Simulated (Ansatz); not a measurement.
Reaction: AsH3 (SMILES [AsH3]) + H+ → AsH4+ (SMILES [AsH4+])
Each species at its own B3LYP-D3(BJ)/def2-TZVP minimum (Ansatz, a first-principles code).

Total energies in hartree (Ansatz). Open shells are spin-unrestricted; no spin-orbit coupling. Cores are frozen in correlated methods (noble-gas shells, and filled d and f shells in the p block). No relativity.

```tsv
species	HF/cc-pVTZ	CCSD(T)/cc-pVTZ	HF/cc-pVQZ	CCSD(T)/cc-pVQZ	CCSDT(Q)/cc-pVQZ
1: AsH3 (SMILES [AsH3])	-2235.97331	-2236.16305	-2235.97699	-2236.17656	-2236.17756
2: AsH4+ (SMILES [AsH4+])	-2236.28002	-2236.46199	-2236.28419	-2236.47518	-2236.47598
```

**Question.** Work out the proton affinity (electronic), positive where energy is released in kJ/mol: take Hartree-Fock from cc-pVQZ, extrapolate the CCSD(T) correlation energy as X^-3 (X = 3, 4), and add CCSDT(Q) - CCSD(T) in cc-pVQZ. 1 hartree = 2625.5 kJ/mol.

**Answer.** 
Species 1: correlation (64·(-0.19957) - 27·(-0.18974))/37 = -0.20674; step -0.00100; E1 = -2235.97699 + (-0.20674) + (-0.00100) = -2236.18473
H+ has no electrons: E = 0
Species 2: correlation (64·(-0.19099) - 27·(-0.18197))/37 = -0.19757; step -0.00080; E2 = -2236.28419 + (-0.19757) + (-0.00080) = -2236.48256
+1·E1 -1·E2 = 0.29783 hartree = 782.0 kJ/mol.
